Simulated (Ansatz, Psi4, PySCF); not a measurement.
Dimer: CH3NO (SMILES NC=O) (first 6 atoms) with H2Se (SMILES [SeH2]); geometry from B3LYP-D3(BJ)/def2-TZVP.
(charge 0, multiplicity 1):
```xyz
9

N     -1.0944    -0.4170     0.1949
C      0.1748    -0.3141    -0.2577
O      1.1568    -0.1900     0.4447
H     -1.2677    -0.3853     1.1908
H     -1.8645    -0.5103    -0.4431
H      0.2406    -0.3562    -1.3601
Se     0.1270     0.0014     3.5432
H     -0.2982    -0.7062     4.7641
H      0.9117    -1.1463     3.0768
```

Monomers are frozen at their geometry in the pair; levels with a basis set take the counterpoise correction. Rows marked so take none.

Cores are frozen in the correlated methods. Filled d and f shells under p-block atoms count as core. Rows in 6-31G* carry no dispersion term and start afresh at each structure (6-31G* with six Cartesian d functions); the Pople sets are all-electron and without relativity. MP2/6-31G* freezes PySCF's default core, which leaves 3d correlated.

Programs: Ansatz (a first-principles code) with Gaussian orbitals; Psi4 for SAPT; PySCF for 6-31G* rows, the dispersion terms. Values without a source in brackets are computed.

Q: Give the interaction energy at the level BLYP-D4/def2-TZVPPD.

A: -193 meV

Q: What interaction energy does SAPT0/aug-cc-pVDZ give?

A: -203 meV

Q: Estimate the interaction energy that MP2/6-31G* (no counterpoise) returns for this input.

A: -207 meV
